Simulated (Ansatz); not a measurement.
# Isomers

Structures of SiH₂TeO, closed shell, relaxed at PBE0-D4/def2-TZVP (vibrations not checked; lower isomers may exist, and structures with a doubtful reference or unclear bonds are left out). Program: Ansatz 0.2.0. Basis: def2-TZVPP. Cores are frozen in the correlated methods. Filled d shells of the heavier atoms are correlated. Core potentials replace the inner electrons of the atoms past krypton. The def2 sets are not built for correlating such inner shells, so the correlated values are less sure here. B3LYP uses VWN-RPA correlation.

Problem. Rank them by CCSD(T) energy, lowest first, and give each one's height above the lowest. Links in brackets join atoms within 1.22 times the sum of their covalent radii (1.1 for two metals). (Judge from chemistry; the value comes from the calculation.)
A.
SiH₂TeO ([SiH2][O][Te])
```
5
angstrom
O 0.1145 -0.6359 0.4944
Si -0.1016 0.5645 -0.4388
Te 0.4006 -2.2253 1.7300
H -0.9750 0.4455 -1.6191
H 0.5615 1.8513 -0.1665
```
B.
SiH₂TeO ([O]1[SiH2][Te]1)
```
5
angstrom
O 0.9650 -0.9374 -0.1134
Si -0.0917 0.3105 -0.2035
Te -0.2506 -1.3319 1.5542
H -1.0575 0.2967 -1.3241
H 0.4349 1.6622 0.0868
```
C.
SiH₂TeO ([OH]1[SiH][Te]1)
```
5
angstrom
O 0.8857 -1.0237 -0.3147
Si -0.3449 0.3854 -0.3909
Te -0.0780 -1.2956 1.5680
H 1.7955 -0.7442 -0.1490
H 0.6703 1.3926 0.1551
```
D.
SiH₂TeO ([OH][SiH][Te])
```
5
angstrom
O -1.1397 -1.1613 1.3921
Si -0.3352 -0.6311 0.0805
Te 1.5431 0.6563 0.0264
H -1.1189 -1.1871 -1.0424
H -0.7720 -0.8953 2.2410
```

Solution. By the calculation: D (0.000 eV), B (1.583 eV), C (2.702 eV), A (3.194 eV). Heights count from the lowest.

Problem. Do PBE-D4, r2SCAN-D4, PBE0-D4, B3LYP-D4, wB97M-V, HF, MP2 give the same order? (Judge from chemistry; the calculation decides.)

Solution. Computed: All do.

No T1 diagnostic of these runs exceeds 0.031. The T1 diagnostic is large here, which may signal multireference character or strong orbital relaxation, so CCSD(T) is less sure. The restricted Hartree–Fock reference is unstable towards an unrestricted one at one or more of these structures.

For scale, one of the runs: CCSD(T)/def2-TZVPP, 151 basis functions, launched by `ansatz run in.yaml --threads 2 --pin off --events-out ev --progress --plain --max-ram 4352MiB`. Time: 42 s of wall clock on 2 CPU threads of an Arm Neoverse V1; the host was shared. Peak host memory: 1.1 GiB.
